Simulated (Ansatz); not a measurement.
Cartesian coordinates in Å:
```
N 1.489 -1.853 -0.758
Zn 0.649 -0.276 -0.454
O -0.121 1.359 -0.407
C -1.185 1.398 0.410
F -1.406 0.093 0.948
H 2.499 -1.816 -0.788
H 1.229 -2.599 -0.126
H -1.035 2.041 1.287
H -2.117 1.651 -0.112
```

Total charge 0; spin multiplicity 1.

Problem. List the ωB97M-V/def2-TZVPP orbital energies in eV (Ansatz). (An estimate is asked.)

Solution. The calculation gave: Occupied: -9465.44, -1156.65, -1017.11, -1017.09, -1016.97, -677.40, -525.69, -393.88, -284.61, -136.58, -91.99, -91.94, -91.80, -36.24, -30.78, -25.60, -21.35, -17.91, -17.69, -17.49, -17.25, -17.25, -16.70, -16.62, -15.63, -14.91, -13.80, -13.31, -12.56, -11.60, -10.26, -9.47. Lowest empty: 0.96, 1.72, 1.81, 2.72, 3.89, 4.50, 4.60, 5.03.
